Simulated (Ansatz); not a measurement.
Coupled-cluster run, C₃H₆Ge, SMILES `C=C=[CH][GeH3]`.

```yaml
crystal:
  periodic: [false, false, false]
  atoms:
    - {symbol: C, position_ang: [-1.146860, 1.695336, -0.843015]}
    - {symbol: C, position_ang: [-0.820059, 0.483153, -0.500360]}
    - {symbol: C, position_ang: [-0.460405, -0.711670, -0.142603]}
    - {symbol: Ge, position_ang: [1.220890, -1.031211, 0.776568]}
    - {symbol: H, position_ang: [-1.714484, 2.332613, -0.173641]}
    - {symbol: H, position_ang: [-0.867463, 2.098266, -1.810444]}
    - {symbol: H, position_ang: [-1.113195, -1.554180, -0.359078]}
    - {symbol: H, position_ang: [1.956321, 0.305367, 0.934656]}
    - {symbol: H, position_ang: [2.079033, -2.015874, -0.037075]}
    - {symbol: H, position_ang: [0.949421, -1.652798, 2.157892]}
basis:
  gaussian: {orbitals: def2-TZVPP}
correlation: {method: ccsd_t}
```

```sh
$ ansatz run in.yaml --threads 4 --pin off --events-out ev --progress --plain --max-ram 10444MiB
```

The program prints (abridged):

```
Functional definition: HF
1351 factors; integrals over basis functions are off by at most 9.2e-4 eV
mean field evaluation 1: about -59656.2865 eV, gradient 3.0e1 eV
mean field evaluation 2: about -59656.4943 eV, gradient 3.0e1 eV
mean field evaluation 4: about -59659.2479 eV, gradient 4.0e0 eV
mean field evaluation 8: about -59659.2994 eV, gradient 3.1e-1 eV
mean field -59659.30024669 eV, -2192.4388455398 hartree, gradient 5.0e-6 eV, S^2 0.000000; 0 other end points of the search recorded, 0 dependent functions left out
12 core orbitals not correlated: weight in the atoms' cores, before any rotation towards them, 1.000 or more for the frozen orbitals, at most 0.000 for the correlated occupied ones
reference -59659.30024669 eV, -2192.4388455398 hartree; 16, 16 occupied and 197, 197 virtual orbitals, 1351 factors
second order -19.99861662 eV of doubles, -0.00000000 eV of singles
cycle   1  -20.15962702 eV  change   -1.6e-1 eV  update   1.1e-1
cycle   2  -20.80500955 eV  change   -6.5e-1 eV  update   3.4e-2
cycle   3  -20.91537965 eV  change   -1.1e-1 eV  update   1.6e-2
cycle   4  -20.90800240 eV  change    7.4e-3 eV  update   4.3e-3
cycle   5  -20.90963732 eV  change   -1.6e-3 eV  update   1.7e-3
cycle   6  -20.90988239 eV  change   -2.5e-4 eV  update   4.9e-4
cycle   7  -20.90987115 eV  change    1.1e-5 eV  update   1.7e-4
cycle   8  -20.90995035 eV  change   -7.9e-5 eV  update   6.9e-5
cycle   9  -20.90996680 eV  change   -1.6e-5 eV  update   2.2e-5
perturbative correction -0.93362796 eV, -0.0343101948 hartree
Total energy: -59681.14384146 eV, -2193.2415828413 hartree
```

Run time 100 s (4 threads of an Arm Neoverse V2 on a shared host); peak host memory 3.7 GiB.

The correlation energy is -21.844 eV, 4.3 % of it from (T); the T1 diagnostic reads 0.0122.
